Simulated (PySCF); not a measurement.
# One molecule, several mistakes: BClGeHN

All numbers below are calculated, not measured. The program is PySCF 2.14.0, an open-source quantum chemistry code, run on an isolated molecule that a program drew, which may never have been made. The molecule is BClGeHN (charge 0, singlet), drawn as the SMILES string `B=[N][Ge][Cl]`.

Each row is a Hartree-Fock (HF) and frozen-core CCSD(T) single point in the cc-pV(D+d)Z basis, meant for a local HF minimum. Run 1 is clean. Each other run has one planted mistake out of seven kinds, and not every kind appears here: one electron removed, one electron added, multiplicity raised by two, geometry at a saddle point, minimal basis STO-3G, one bond length entered in bohr, all coordinates scaled. The reference is restricted for singlets and unrestricted otherwise, and also for a bond in bohr. Adding or removing an electron swaps singlet and doublet. Electrons count all cores. HOMO and LUMO are orbital energies over both spins, the gradient is its largest component, and the lowest frequency (negative if imaginary) is given only where the gradient is small. Bond lengths are over the 4 bonds as drawn. T1 is the CCSD diagnostic: over 0.02 (restricted) or 0.045 (unrestricted) a single reference is doubtful. Germanium has the cc-pVDZ-PP basis, with a core potential (ECP10MDF) in place of its 10 inner electrons, and its 3s, 3p and 3d shells are frozen in CCSD(T).

Geometry of the clean run:
```xyz
5
BClGeHN, angstrom
B    -2.2419    0.7290   -2.0476
N    -2.0950   -0.0444   -1.0779
Ge   -2.0339   -1.2687    0.2628
Cl   -0.3003   -0.4519    1.4073
H    -2.3775    1.4562   -2.9566
```

| run | electrons | basis functions | <S^2> | HOMO (eV) | LUMO (eV) | gradient (hartree/bohr) | lowest frequency (cm^-1) | mean bond (Å) | longest bond (Å) | T1 | HF (hartree) | CCSD(T) (hartree) | mistake |
|---|---|---|---|---|---|---|---|---|---|---|---|---|---|
| 1 | 62 | 79 | 0.000 | -9.93 | 0.56 | 5.9e-06 | 94 | 1.6174 | 2.232 | 0.0172 | -832.67510 | -833.16745 | no fault |
| 2 | 62 | 79 | 1.023 | -7.34 | -0.43 | 5.8e-02 | - | 2.0215 | 3.433 | 0.0351 | -832.55271 | -833.00381 | one bond length entered in bohr |
| 3 | 63 | 79 | 0.799 | -0.86 | 7.44 | 4.2e-02 | - | 1.6174 | 2.232 | 0.0204 | -832.68022 | -833.18256 | one electron added |
| 4 | 62 | 79 | 0.000 | -10.18 | -0.06 | 7.7e-02 | - | 1.7727 | 2.446 | 0.0218 | -832.63051 | -833.14027 | all coordinates scaled |
| 5 | 61 | 79 | 0.795 | -17.04 | -8.02 | 6.0e-02 | - | 1.6174 | 2.232 | 0.0242 | -832.34564 | -832.81744 | ? |

**Which mistake was planted in run 5, and what did it cost?**

It counts 61 electrons, one fewer than the clean run, at the same geometry and basis. So the mistake is: one electron removed. Subtracting run 1 and multiplying by 627.51 kcal/mol a hartree, the energy moved by 206.7 kcal/mol in HF and 219.6 kcal/mol in CCSD(T).

Cautions from the logs. Run 4: T1 is over the limit, so its CCSD(T) energy is less reliable.
